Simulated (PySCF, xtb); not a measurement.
Zr(Cl)3(NH2) (Cl3H2NZr), SMILES [NH2][Zr]([Cl])([Cl])[Cl], multiplicity 1.

xtb 6.7.1 with GFN2-xTB at its own geometry gives an orbital gap of 2.46 eV and a dipole moment of 4.71 D.

Geometry: PBE0-D3(BJ)/def2-SVP. The multiplicity is an assumed one; no other spin state was optimised. The structure was generated by enumeration; whether it is a known compound was not checked. The def2 effective core potentials stand for the cores of Zr; spin–orbit coupling is left out. Other conformers were not sampled.

Task: What does B3LYP/def2-TZVP (PySCF) give? (The exact figures need the calculation; the answer reports its results.)

Result: gap 5.75 eV (levels -8.16 and -2.41 eV), dipole 2.88 D.
